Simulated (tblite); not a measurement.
Problem. Write a Z-matrix for `C[SiH2]C[C](F)[SiH3]` [radical] as optimised with GFN2-xTB. (Doublet state.)

Solution. 
Z-matrix in Å and degrees, rows numbered from 1:
```
C 
Si  1  1.8949
C   2  1.9411  1  107.67
C   3  1.4611  2  111.49  1    66.81
F   4  1.3660  3  113.28  2    78.32
Si  4  1.8541  3  129.31  2   -92.69
H   1  1.0857  2  111.12  3   176.90
H   1  1.0865  2  111.25  3   -62.96
H   1  1.0867  2  111.42  3    56.90
H   2  1.4690  1  111.33  3  -117.05
H   2  1.4645  1  111.80  3   119.16
H   3  1.0912  2  106.99  1  -172.21
H   3  1.0874  2  109.00  1   -54.32
H   6  1.4658  4  109.96  3  -133.65
H   6  1.4640  4  105.26  3   -13.40
H   6  1.4724  4  112.89  3   106.09
```

The C–Si distances run from 1.854 Å (C4–Si6, drawn single) to 1.941 Å (Si2–C3, drawn single), a spread of 0.087 Å. Si2 (silicon bonded to 2 C and 2 H) is tetrahedral (angles from 107.1° to 111.8°). C4 (carbon bonded to C, F and Si) is planar (angles 129.3°, 116.8° and 113.3°, sum 359.4°, 0.07 Å off the plane of its three neighbours). Si6 (silicon bonded to C and 3 H) is distorted tetrahedral (angles from 105.3° to 112.9°).

The geometry is computed with GFN2-xTB (gas phase). This method treats the open shell by occupation alone, without spin polarisation.

Point group: C1 (no symmetry element, even within 0.4 Å). Its GFN2-xTB frequencies are all real (lowest 38 cm⁻¹). Torsions: C1–Si2–C3–C4 67°, Si2–C3–C4–F5 78°.

One conformer stands for the species.
